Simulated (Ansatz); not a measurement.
A nudged elastic band was laid between two geometries of C₂H₇AlGeO (12 atoms, charge 0, multiplicity 1).

The calculation used RHF/def2-SVP (Ansatz).

| Quantity | Value |
| --- | --- |
| movable images | 7 |
| climbing image | yes |
| spring | 5.0 eV/Å² |
| optimiser | quadratic models (default) |
| start path | IDPP |
| force threshold | 0.05 eV/Å |
| iteration limit | 60 |
| end points | relaxed |

Image 0:

```xyz
12
Properties=species:S:1:pos:R:3
C -1.814 0.569 -0.699
Ge -0.061 -0.331 -0.668
C 0.604 -0.855 1.177
O 1.822 -0.138 1.294
Al 2.087 0.775 -0.137
H -2.610 -0.140 -0.469
H -1.847 1.377 0.033
H -2.008 0.992 -1.686
H -0.110 -1.527 -1.639
H 0.784 -1.928 1.276
H -0.088 -0.562 1.971
H 3.319 1.711 -0.417
```

Image 8:

```xyz
12
Properties=species:S:1:pos:R:3
C -1.742 0.773 -0.696
Ge 0.016 -0.115 -0.733
C 0.490 -1.167 0.937
O 1.680 -0.538 1.385
Al 2.079 0.753 0.323
H -1.875 1.332 0.230
H -1.837 1.466 -1.533
H -2.543 0.035 -0.773
H 0.101 -0.974 -2.010
H 0.672 -2.225 0.738
H -0.285 -1.105 1.706
H 3.320 1.709 0.460
```

Task: Which bonds break or form, and what moves?

Result: No bond is made or broken. The dihedral H6–C1–Ge2–Al5 goes from -152 to -32°. The two ends are copies of one structure, up to a mirror image or an exchange of like atoms.

Task: Give the energies along the band, and the barrier.

Result: The run converged. The highest image is number 4 of 0 to 8, 0.053 eV above the ends, which have the same energy within 2 meV. A vibrational analysis at the climbing image gives one clearly imaginary mode, 131i cm⁻¹: a first-order saddle point.

| image | path coordinate (Å) | energy (eV) | dihedral H6–C1–Ge2–Al5 (°) |
| --- | --- | --- | --- |
| 0 | 0.00 | 0.000 | -152 |
| 1 | 0.44 | 0.008 | -137 |
| 2 | 0.88 | 0.027 | -122 |
| 3 | 1.31 | 0.045 | -107 |
| 4 | 1.75 | 0.053 | -92 |
| 5 | 2.19 | 0.045 | -77 |
| 6 | 2.63 | 0.027 | -62 |
| 7 | 3.06 | 0.008 | -47 |
| 8 | 3.50 | 0.000 | -32 |

Task: What is the geometry of the highest image?

Result: 
```xyz
12
Properties=species:S:1:pos:R:3
C -1.758 0.740 -0.718
Ge 0.011 -0.143 -0.725
C 0.507 -1.124 0.982
O 1.705 -0.480 1.386
Al 2.082 0.772 0.273
H -2.334 0.415 0.151
H -1.665 1.825 -0.679
H -2.319 0.477 -1.616
H 0.102 -1.062 -1.959
H 0.687 -2.188 0.819
H -0.256 -1.032 1.760
H 3.316 1.743 0.361
```

Task: What are the harmonic wavenumbers there?

Result: 131i, 100, 160, 215, 340, 368, 463, 591, 601, 637, 649, 698, 815, 855, 878, 919, 1116, 1313, 1362, 1384, 1564, 1569, 1595, 2043, 2193, 3180, 3181, 3239, 3275, 3285 cm⁻¹.

Run time: 70 s on 2 threads of Arm Neoverse V1 (shared host), peak memory 0.32 GiB.
